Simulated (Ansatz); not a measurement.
Ideal-gas functions of `C1=NC[Se]1` at 500 K and 1 bar, from an Ansatz frequency run at PBE0-D4/def2-TZVP.

Molar mass 120.01 g/mol, point group Cs (symmetry number 1), electronic degeneracy 1, moments of inertia 37.581, 112.375, 146.682 u Å². Harmonic wavenumbers (cm⁻¹, unscaled): 379, 473, 604, 801, 823, 912, 1026, 1117, 1153, 1258, 1437, 1639, 3102, 3175, 3178.

Use S(trans) = R[1.5 ln M + 2.5 ln T − 1.1517]; rotational temperatures θ = 24.2544 K / I; S(rot) = R[ln(√π/σ · √(T³/θAθBθC)) + 1.5]; for each mode x = 1.438777 ν̃/T, S = R[x/(eˣ − 1) − ln(1 − e⁻ˣ)] and H = RT x/(eˣ − 1); 1 cm⁻¹ = 0.0119627 kJ/mol; R = 8.31446 J/(mol·K).

Question: By hand: the entropy, in J/(mol·K).

Answer: Translation 179.3. Rotation: θ = 0.6454, 0.2158, 0.1654 K, giving 110.4. Vibration, mode by mode: 7.99, 6.36, 4.69, 3.00, 2.85, 2.33, 1.80, 1.46, 1.34, 1.05, 0.69, 0.43, 0.01, 0.01, 0.01, in all 34.0. Electronic 0.0. Sum 323.7 J/(mol·K).

Question: By hand: H − E and G − E in kJ/mol, counted from the electronic energy.

Answer: Zero-point energy ½ × 21077 × 0.0119627 = 126.1; thermal vibration 11.4; translation, rotation and pV give 4 RT = 16.6. H − E = 154.1 kJ/mol, and G − E = 154.1 − 500 × 323.7/1000 = -7.8 kJ/mol.

Vibration gives 11 % of the entropy.
